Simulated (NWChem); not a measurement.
System: CH$_{3}$ClSn, singlet; SMILES [CH3][Sn][Cl]

Here is an NWChem input.

```
start job
memory heap 200 mb stack 900 mb global 1100 mb
geometry units angstroms noautoz
  Sn    -0.364608     0.478957     0.000984
  Cl     0.281017    -1.836159    -0.001050
  C      1.707171     1.205689     0.001284
  H      1.762989     2.305007     0.007536
  H      2.228377     0.818728    -0.889938
  H      2.232413     0.807969     0.885275
end
basis spherical
  * library def2-svp
end
ecp
  Sn library def2-ecp
end
dft
  xc r2scan
  iterations 150
  mulliken
end
task dft gradient
```

Parts of the log:

```
             Northwest Computational Chemistry Package (NWChem) 7.3.0
             --------------------------------------------------------

 C1  symmetry detected

                             Geometry "geometry" -> ""
                             -------------------------

 Output coordinates in angstroms (scale by  1.889725989 to convert to a.u.)

  No.       Tag          Charge          X              Y              Z
 ---- ---------------- ---------- -------------- -------------- --------------
    1 Sn                  50.0000    -0.37954657     0.44973400     0.00000704
    2 Cl                  17.0000     0.13472825    -1.89805629     0.00000643
    3 C                    6.0000     1.72985754     1.05868558     0.00006518
    4 H                    1.0000     1.84747099     2.15312300     0.00541480
    5 H                    1.0000     2.22856700     0.64225073    -0.89074459
    6 H                    1.0000     2.23176492     0.63276957     0.88447740

 Effective nuclear repulsion energy (a.u.)     320.9675414665

                                 NWChem DFT Module
                                 -----------------

 Summary of "ao basis" -> "ao basis" (spherical)
 ------------------------------------------------------------------------------
       Tag                 Description            Shells   Functions and Types
 ---------------- ------------------------------  ------  ---------------------
 Sn                         def2-svp                10       26   4s4p2d
 Cl                         def2-svp                 8       18   4s3p1d
 C                          def2-svp                 6       14   3s2p1d
 H                          def2-svp                 3        5   2s1p

            General Information
            -------------------
          SCF calculation type: DFT
          Wavefunction type:  closed shell.
          No. of atoms     :     6
          No. of electrons :    48
           Alpha electrons :    24
            Beta electrons :    24
          Charge           :     0
          Spin multiplicity:     1
          Use of symmetry is: off; symmetry adaption is: off
          Maximum number of iterations: 150
          AO basis - number of functions:    73
                     number of shells:    33
          Convergence on energy requested:  1.00D-06
          Convergence on density requested:  1.00D-05
          Convergence on gradient requested:  5.00D-04

              XC Information
              --------------
                      r^2SCAN Method XC Functional
               r^2SCAN metaGGA Exchange Functional  1.000
                     r^2SCAN Correlation Potential  1.000

             Grid Information
             ----------------
          Grid used for XC integration:  medium
          Radial quadrature: Mura-Knowles
          Angular quadrature: Lebedev.
          Tag              B.-S. Rad. Rad. Pts. Rad. Cut. Ang. Pts.
          ---              ---------- --------- --------- ---------
          Sn                  1.45      123           9.0       590
          Cl                  1.00       88          11.0       590
          C                   0.70       49           9.0       434
          H                   0.35       45          11.0       434
          Grid pruning is: on
          Number of quadrature shells:   395
          Spatial weights used:  Erf1

      Superposition of Atomic Density Guess
      -------------------------------------

 Sum of atomic energies:        -747.54190976

      Non-variational initial energy
      ------------------------------

 Total energy =    -712.401741
 1-e energy   =   -1380.975247
 2-e energy   =     508.910711
 HOMO         =      -0.235974
 LUMO         =      -0.053474

     ---------------------------------------------
      Total Density - Mulliken Population Analysis
     ---------------------------------------------

    Atom       Charge   Shell Charges
 -----------   ------   -------------------------------------------------------
    1 Sn  22    20.97   1.60  0.43  1.20  0.68  3.27  2.72  0.63  0.37  9.77  0.31
    2 Cl  17    17.63   2.00  1.99  1.24  0.73  5.94  2.20  3.52  0.01
    3 C    6     6.77   1.99  0.98  0.32  2.13  1.34  0.01
    4 H    1     0.88   0.66  0.19  0.03
    5 H    1     0.88   0.65  0.20  0.03
    6 H    1     0.88   0.65  0.20  0.03

   convergence    iter        energy       DeltaE   RMS-Dens  Diis-err
 ---------------- ----- ----------------- --------- --------- ---------
 d= 0,ls=0.0,diis     1   -714.2468709189 -8.74D+02  2.32D-02  3.19D-01
 d= 0,ls=0.0,diis     2   -714.0869147224  1.60D-01  1.53D-02  1.14D+00
 d= 0,ls=0.0,diis     3   -714.2948389711 -2.08D-01  3.61D-03  3.30D-02
 d= 0,ls=0.0,diis     4   -714.2979705506 -3.13D-03  1.61D-03  1.67D-02
 d= 0,ls=0.0,diis     5   -714.3005196316 -2.55D-03  2.60D-04  3.97D-04
  Resetting Diis
 d= 0,ls=0.0,diis     6   -714.3005761709 -5.65D-05  6.84D-05  2.99D-05
 d= 0,ls=0.0,diis     7   -714.3005804826 -4.31D-06  5.01D-05  1.47D-06
 d= 0,ls=0.0,diis     8   -714.3005799707  5.12D-07  3.10D-05  4.19D-06
 d= 0,ls=0.0,diis     9   -714.3005807848 -8.14D-07  3.72D-06  5.76D-08

         Total DFT energy =     -714.300580784762
      One electron energy =    -1383.480499728987
           Coulomb energy =      562.390742704011
    Exchange-Corr. energy =      -52.873619396565
 Nuclear repulsion energy =      159.662795636779

 Numeric. integr. density =       47.999997626090

                       DFT Final Molecular Orbital Analysis
                       ------------------------------------

 Vector   22  Occ=2.000000D+00  E=-2.773442D-01
              MO Center=  1.2D-01, -1.7D+00,  4.8D-05, r^2= 1.6D+00
   Bfn.  Coefficient  Atom+Function         Bfn.  Coefficient  Atom+Function
  ----- ------------  ---------------      ----- ------------  ---------------
    39      0.625406  2 Cl pz                36      0.447012  2 Cl pz
    33      0.263942  2 Cl pz                13      0.123932  1 Sn pz
    16      0.107368  1 Sn pz                18      0.052368  1 Sn d -1
    50     -0.049643  3 C  pz                23     -0.044936  1 Sn d -1
    53     -0.044755  3 C  pz                10     -0.040884  1 Sn pz

 Vector   23  Occ=2.000000D+00  E=-2.721180D-01
              MO Center=  2.2D-02, -1.5D+00,  3.4D-05, r^2= 2.4D+00
   Bfn.  Coefficient  Atom+Function         Bfn.  Coefficient  Atom+Function
  ----- ------------  ---------------      ----- ------------  ---------------
    37      0.501263  2 Cl px                34      0.361472  2 Cl px
    38      0.322610  2 Cl py                35      0.232340  2 Cl py
    31      0.212965  2 Cl px                 3     -0.184375  1 Sn s
    11      0.146210  1 Sn px                32      0.136622  2 Cl py
    14      0.117691  1 Sn px                 4     -0.109693  1 Sn s

 Vector   24  Occ=2.000000D+00  E=-2.138789D-01
              MO Center=  1.4D-01,  3.0D-01, -1.5D-05, r^2= 4.1D+00
   Bfn.  Coefficient  Atom+Function         Bfn.  Coefficient  Atom+Function
  ----- ------------  ---------------      ----- ------------  ---------------
    11      0.360172  1 Sn px                48     -0.332893  3 C  px
     3     -0.325879  1 Sn s                 37     -0.314243  2 Cl px
     4     -0.286391  1 Sn s                 51     -0.245392  3 C  px
    47      0.216123  3 C  s                 34     -0.210033  2 Cl px
    14      0.166450  1 Sn px                 2      0.129719  1 Sn s

 Vector   25  Occ=0.000000D+00  E=-1.212117D-01
              MO Center= -3.4D-01,  3.5D-01,  6.7D-05, r^2= 3.5D+00
   Bfn.  Coefficient  Atom+Function         Bfn.  Coefficient  Atom+Function
  ----- ------------  ---------------      ----- ------------  ---------------
    13      0.614119  1 Sn pz                16      0.527220  1 Sn pz
    39     -0.242636  2 Cl pz                10     -0.184447  1 Sn pz
     7     -0.170872  1 Sn pz                36     -0.145338  2 Cl pz
    65      0.119512  5 H  s                 70     -0.119071  6 H  s
    33     -0.084308  2 Cl pz                64      0.083433  5 H  s

 Vector   26  Occ=0.000000D+00  E=-2.951317D-02
              MO Center= -4.1D-01,  3.8D-01, -6.9D-05, r^2= 4.3D+00
   Bfn.  Coefficient  Atom+Function         Bfn.  Coefficient  Atom+Function
  ----- ------------  ---------------      ----- ------------  ---------------
    15      0.759638  1 Sn py                12      0.530355  1 Sn py
    38      0.408614  2 Cl py                30      0.339772  2 Cl s
     3     -0.302671  1 Sn s                 47     -0.249114  3 C  s
    35      0.200712  2 Cl py                29      0.160514  2 Cl s
     9     -0.157429  1 Sn py                37     -0.152892  2 Cl px

[...]

                         DFT ENERGY GRADIENTS

    atom               coordinates                        gradient
                 x          y          z           x          y          z
   1 Sn     -0.717239   0.849874   0.000013    0.001687  -0.000820   0.000001
   2 Cl      0.254599  -3.586806   0.000012   -0.000481   0.000958   0.000002
   3 C       3.268957   2.000626   0.000123   -0.000135  -0.000253  -0.000003
   4 H       3.491214   4.068812   0.010232   -0.000308  -0.000365   0.000004
   5 H       4.211381   1.213678  -1.683263   -0.000377   0.000236   0.000295
   6 H       4.217424   1.195761   1.671420   -0.000386   0.000244  -0.000299
```

Level: r2SCAN/def2-SVP with def2 effective core potentials on Sn. Low-valent species are run as closed-shell singlets; no triplet was tried in these runs. Structure relaxed at the PBE0/def2-SVP level. def2 effective core potentials on Sn; no spin-orbit coupling.
